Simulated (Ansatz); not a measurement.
Born–Oppenheimer molecular dynamics of BrCl2HZn (5 atoms, charge 0, multiplicity 1). It starts at the highest image of a converged band, a first-order saddle point between two minima.

Method: RKS PBE0-D4/def2-SVP (Ansatz 0.2.0).

```yaml
ensemble: NVE (velocity Verlet)
time_step: 0.5 fs
steps_asked: 200
starting_velocities_drawn_for: 300 K
seed: 4736
```

First frame:

```xyz
5
Properties=species:S:1:pos:R:3
Zn -0.415 0.000 0.026
Cl 0.205 0.000 2.224
Cl 0.354 0.000 -1.941
Br -2.727 0.000 1.005
H -1.463 0.000 2.043
```

Problem. How far do the bonds stretch over the last three quarters of this one trajectory? (Pairs bonded in most of those frames.)

Solution. 
```json
{"bond": "Zn1–Cl2", "mean (Å)": "2.218", "spread (Å)": "0.028", "shortest": "2.15", "longest": "2.26"}
{"bond": "Zn1–Cl3", "mean (Å)": "2.122", "spread (Å)": "0.020", "shortest": "2.07", "longest": "2.15"}
{"bond": "Zn1–Br4", "mean (Å)": "2.669", "spread (Å)": "0.078", "shortest": "2.56", "longest": "2.82"}
{"bond": "Br4–H5", "mean (Å)": "1.499", "spread (Å)": "0.074", "shortest": "1.38", "longest": "1.65"}
```

Mean temperature of the second half: 345 K. The conserved energy stayed within 0.12 meV per atom of its start (net change -0.084 meV per atom), so the integration is sound. A run of 0.1 ps of so small a system gives no equilibrium averages. The orbitals stay closed-shell, which can raise the energy where a bond breaks towards radicals; this wasn't checked here.

Run time: 4.4 min on 2 threads of AMD EPYC 9R45 96-Core Processor (Zen 5), on a shared host, peak memory 0.29 GiB.
